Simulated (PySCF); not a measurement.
Below is a simulated gas-phase Si 2p photoelectron spectrum of `C#C[SiH2]Cl`.

Every computed line was given a Gaussian of 1.0 eV full width at half maximum and an area set by the number of equivalent atoms (split 2:1 within a doublet); the highest printed point is 100. Computed, not measured: PySCF 2.14.0, delta-SCF UKS SCAN, pcX-2 on the ionised atom, pcseg-1 elsewhere, spin-free X2C.

binding energy (eV), intensity and a bar:
```
    106.8          0 
    106.9          0 
    107.0          1 
    107.1          2 #
    107.2          3 #
    107.3          6 ##
    107.4         10 ###
    107.5         16 #####
    107.6         24 #######
    107.7         34 ##########
    107.8         46 ##############
    107.9         59 ##################
    108.0         72 ######################
    108.1         84 #########################
    108.2         93 ############################
    108.3         98 #############################
    108.4        100 ##############################
    108.5         98 ##############################
    108.6         94 ############################
    108.7         87 ##########################
    108.8         78 #######################
    108.9         69 #####################
    109.0         59 ##################
    109.1         49 ###############
    109.2         40 ############
    109.3         31 #########
    109.4         23 #######
    109.5         16 #####
    109.6         11 ###
    109.7          7 ##
    109.8          4 #
    109.9          3 #
    110.0          1 
    110.1          1 
    110.2          0 
    110.3          0
```

Q: Count the maxima, the lines and the sites behind this envelope.

A: The curve has 1 maximum (at 108.4 eV). Under it lie 2 lines from 1 inequivalent silicon site, drawn as a 2p3/2, 2p1/2 pair. At this width some lines have no maximum of their own.

Q: Decompose the envelope and assign each component. Numbering: `[CH:1]#[C:2][SiH2:3][Cl:4]`.

A: 
| position (eV) | relative area | line | atoms | environment |
| --- | --- | --- | --- | --- |
| 108.27 | 0.67 | Si 2p3/2 | Si3 | chlorine-bound silicon |
| 108.90 | 0.33 | Si 2p1/2 | Si3 | chlorine-bound silicon |

The curve has no shake-up lines and no vibrational structure. The 2p values aren't plain energy differences: one relaxed spin-free 2p hole is combined with a matrix within the shell (ground-state 2p orbital-energy differences and spin–orbit coupling). 2p3/2, the mean of its two sublevels, lies a third of the splitting below the shell's mean and 2p1/2 two thirds above it; the statistical areas are 2:1. 2p1/2 minus 2p3/2 (ligand field included): Si 0.63 eV. Isolated species at its PBE0-D3(BJ)/def2-SVP geometry, gas phase.

Hardware: an Arm Neoverse N1 with one thread, shared host. Cost: 35 s.
